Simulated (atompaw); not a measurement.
## Before and after: PAW (atompaw) potential for magnesium

* Element: magnesium
* Generator: atompaw 4.2.0.5
* Type: PAW
* Functional: LDA (PW92)
* Relativity: scalar-relativistic
* Frozen core: [Ne]
* Valence charge: 2
* Reference configuration: 3s1.5 3p0.5
* Partial waves: 3s (bound): rc 2.60 bohr; 3s channel at 3.65 Ry: rc 2.40 bohr; 3p (bound): rc 2.60 bohr; 3p channel at 0.3 Ry: rc 2.60 bohr; 3d channel at -0.05 Ry: rc 2.60 bohr
* Local potential: ultrasoft scheme with l = 3 at 1 Ry, radius 1.90 bohr
* Core correction: smooth core density matched at 2.00 bohr
* Augmentation charge: gaussian compensation charge, radius 2.20 bohr; PAW radius 2.60 bohr; waves and projectors: custom polynom vanderbiltortho

All-electron outer shells of the reference configuration (LDA (PW92), scalar-relativistic, ld1.x):

```json
{"shell": "2s", "level (eV)": "-80.37", "outermost node (bohr)": "0.18", "outermost maximum (bohr)": "0.55"}
{"shell": "2p", "level (eV)": "-47.79", "outermost node (bohr)": "–", "outermost maximum (bohr)": "0.48"}
{"shell": "3s", "level (eV)": "-5.31", "outermost node (bohr)": "0.90", "outermost maximum (bohr)": "2.47"}
{"shell": "3p", "level (eV)": "-1.79", "outermost node (bohr)": "0.95", "outermost maximum (bohr)": "3.41"}
```

Change: all radii scaled by about 0.80 (s 2.08, p 2.08, d 2.08 bohr); local potential ultrasoft scheme with l = 3 at 1 Ry, radius 1.52 bohr; augmentation gaussian compensation charge, radius 1.76 bohr; PAW radius 2.08 bohr; waves and projectors: custom polynom vanderbiltortho; core correction smooth core density matched at 1.60 bohr.

Cutoffs: the cutoffs (Ry, on a coarse ladder) from which the occupation-weighted sum of valence levels, in a spherical-Bessel basis at the reference potential, stays within 10 and 1 mRy of its value at 400 Ry; they do not see the model core or the augmentation charge, which bear on the density cutoff.

Question: What does the change do?

Answer: The potential gets harder (6 Ry and 8 Ry → 8 Ry and 15 Ry); a bound ghost appears in p, which as a rule spoils a file. A smaller radius makes the pseudo-wave follow the all-electron one further in, where it bends more sharply, so more plane waves are needed.

| quantity | base | changed |
| --- | --- | --- |
| cutoff, loose | 6 Ry | 8 Ry |
| cutoff, tight | 8 Ry | 15 Ry |
| bound ghosts | none | p |
| lowest overlap eigenvalue by channel | s 0.18, p 0.74, d 1.00 | s 0.48, p 0.80, d 1.00 |

 A true bound ghost makes a file unfit for plane-wave use even where its test errors are small: the radial tests pick states by their node count and pass the ghost by. The cutoffs see the waves, projectors and local potential, not the compensation charge or the core.
